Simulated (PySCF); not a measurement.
Isomers of C7H10OS, from PySCF, PBE0-D3(BJ)/def2-SVP geometry optimisation, gas phase. One conformer each, no zero-point energy, no frequencies.

**Question.** Which isomer lies lowest at this level?
A. `[CH2:1]=[CH:2][C@@H:3]1[CH:4]=[CH:5][S@@:6](=[O:7])[CH2:8][CH2:9]1` with C1–C2–C3–C4 -118°, C2–C3–C4–C5 -128°, C4–C5–S6–O7 -133°, C5–S6–C8–C9 55°, S6–C8–C9–C3 -71°: A = 3948, B = 778.6, C = 696.1 MHz, dipole 4.62 D
B. `[CH3:1][C:2](=[O:3])[C@@H:4]1[CH2:5][CH2:6][C:7](=[S:8])[CH2:9]1` with C1–C2–C4–C5 -166°, C2–C4–C5–C6 -82°, C4–C5–C6–C7 -31°, C5–C6–C7–S8 -167°, C6–C7–C9–C4 11°: A = 2496, B = 873.7, C = 796.1 MHz, dipole 3.91 D
C. `[CH3:1][CH:2]([CH3:3])[O:4][c:5]1[cH:6][cH:7][s:8][cH:9]1` with C1–C2–O4–C5 72°, C2–O4–C5–C6 13°: A = 3890, B = 727.5, C = 669.7 MHz, dipole 1.92 D

**Answer.** B. That is `CC(=O)[C@@H]1CCC(=S)C1`, 6.8 kcal/mol below the next.

```csv
SMILES,mapped SMILES,E (Eh),relative (kcal/mol),relative (kJ/mol),dipole (D)
CC(=O)[C@@H]1CCC(=S)C1,[CH3:1][C:2](=[O:3])[C@@H:4]1[CH2:5][CH2:6][C:7](=[S:8])[CH2:9]1,-745.26732,0.0,0.0,3.91
CC(C)Oc1ccsc1,[CH3:1][CH:2]([CH3:3])[O:4][c:5]1[cH:6][cH:7][s:8][cH:9]1,-745.25655,6.8,28.3,1.92
C=C[C@@H]1C=C[S@@](=O)CC1,[CH2:1]=[CH:2][C@@H:3]1[CH:4]=[CH:5][S@@:6](=[O:7])[CH2:8][CH2:9]1,-745.17309,59.1,247.4,4.62
```

As drawn, the lowest has a C=O bond and a C=S bond, which the highest lacks; the highest has an S=O bond and a C=C bond outside aromatic rings, which the lowest lacks.
